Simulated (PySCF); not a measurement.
CH3ClF2SSi, SMILES CS[Si](F)(F)Cl. Atoms are numbered in the order given.

```xyz
9

C     -2.3453    -0.1199    -0.4708
S     -1.1186     1.2354    -0.4224
Si     0.5760     0.0522    -0.1430
F      0.8314    -0.9365    -1.3868
F      1.8551     1.0104    -0.0053
Cl     0.4439    -1.1366     1.5038
H     -3.3248     0.3537    -0.6171
H     -2.1453    -0.7999    -1.3099
H     -2.3482    -0.6745     0.4773
```

Geometry optimised at ωB97X-D3(BJ)/def2-SVP. The structure was generated by enumeration, and PubChem lists no compound with its InChIKey, so it may never have been made. One conformer was computed; it need not be the lowest.

Two levels are set side by side: PBE/pcSseg-1 (PySCF) and PBE0/pcSseg-1 (PySCF). GIAO shifts against CFCl3 (¹⁹F), H2S (³³S), HCl (³⁵Cl), TMS (²⁹Si), TMS (¹H), TMS (¹³C) at the same level; non-relativistic, no solvent, atoms listed together averaged. Without spin–orbit terms, shifts of atoms bonded to Cl or Br come out too high at both levels. Differences are taken from unrounded values.

```json
[
 {"quantity": "δ(¹³C) of C1 (ppm)", "PBE0": "14.7"},
 {"quantity": "δ(³³S) of S2 (ppm)", "PBE0": "72.1"},
 {"quantity": "δ(²⁹Si) of Si3 (ppm)", "PBE0": "-13.7"},
 {"quantity": "δ(³⁵Cl) of Cl6 (ppm)", "PBE0": "78.7"}
]
```

Q: What does PBE give, and how far is it from PBE0? (Estimate from the structure and the level; the computed values follow.)

A: 
```json
[
 {"quantity": "δ(¹³C) of C1 (ppm)", "PBE": "16.0", "PBE minus PBE0": "1.2"},
 {"quantity": "δ(³³S) of S2 (ppm)", "PBE": "95.9", "PBE minus PBE0": "23.9"},
 {"quantity": "δ(²⁹Si) of Si3 (ppm)", "PBE": "-13.9", "PBE minus PBE0": "-0.2"},
 {"quantity": "δ(³⁵Cl) of Cl6 (ppm)", "PBE": "99.0", "PBE minus PBE0": "20.3"}
]
```

Rough cost on one machine, each run with all the roots and properties that it gave: PBE0 against PBE within a factor of 2.
